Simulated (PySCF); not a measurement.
RbF, SMILES [F][Rb]. Atoms are numbered in the order given.

```xyz
2

Rb     0.0000     0.0000    -0.4635
F      0.0000     0.0000     1.9054
```

Geometry: PBE-D3(BJ)/def2-TZVPD. The def2 effective core potentials stand for the cores of Rb; spin–orbit coupling is left out.

Computed with PBE/def2-TZVPD (PySCF).

Mulliken values depend strongly on the basis, most of all with diffuse functions as here. ESP charges are fitted to the potential on shells at 1.4 to 2.0 van der Waals radii. Atomic charges (e):

| atom | ESP fit | Mulliken |
|---|---|---|
| Rb1 | ? | 0.88 |
| F2 | ? | -0.88 |

### Question
Some entries are withheld; supply them. (The exact figures need the calculation; the answer reports its results.)

### Answer

- Rb1, ESP fit: 0.78
- F2, ESP fit: -0.78
